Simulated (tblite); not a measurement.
Compound: C7H9OP.
Cartesian coordinates in Å at the GFN2-xTB level; atoms count from 1:
```
atom  x, y, z in Å
C1    -2.455   -1.659   -0.718
C2    -1.509   -1.238    0.102
P3    -0.651    0.314   -0.284
O4    -1.043    0.939   -1.550
C5     1.059   -0.140   -0.168
C6     2.231   -0.418   -0.171
C7     3.633   -0.759   -0.150
C8    -0.895    1.350    1.186
C9    -1.459    2.535    1.041
H10   -3.014   -2.567   -0.558
H11   -2.693   -1.081   -1.599
H12   -1.220   -1.770    0.996
H13    4.071   -0.569   -1.129
H14    4.151   -0.155    0.595
H15    3.757   -1.813    0.097
H16   -0.573    0.961    2.141
H17   -1.643    3.206    1.866
H18   -1.756    2.869    0.059
```

Level: GFN2-xTB in tblite, geometry and Hessian alike; calculated harmonic values, unscaled, isolated species. This tight-binding method is rough: wavenumbers can miss measured ones by several per cent, in bad cases by 10 to 20. One conformer, not necessarily the lowest. The optimisation stopped once no atom felt more than 0.01 eV/Å.

Lowest wavenumbers of the output (negative numbers stand for imaginary wavenumbers):
```
mode    cm-1
  1     -20.3
  2      50.4
  3      59.7
  4      73.8
  5     113.2
  6     163.9
  7     206.0
  8     212.8
  9     260.8
 10     281.3
 11     315.0
 12     350.5
 13     387.0
 14     441.1
 15     529.0
```

Question: Is this structure a minimum?

Answer: Not by this Hessian. 1 mode is imaginary beyond 20i (20i cm⁻¹), so at this level the point lies at or near a first-order saddle. The curvature is small, so loose convergence or finite differences may be the whole cause.

Question: Which atoms move in the imaginary mode?

Answer: 20i: H13 (methyl hydrogen) 33 %, H14 (methyl hydrogen) 33 %, H15 (methyl hydrogen) 33 %. These are shares of the mass-weighted motion.

Question: What is the remedy?

Answer: Step along that mode in both directions, optimise again with tighter thresholds and repeat the frequencies. The zero-point energy of this point (84.2 kcal/mol) counts the 47 real modes alone, and thermal corrections from it aren't those of a minimum.
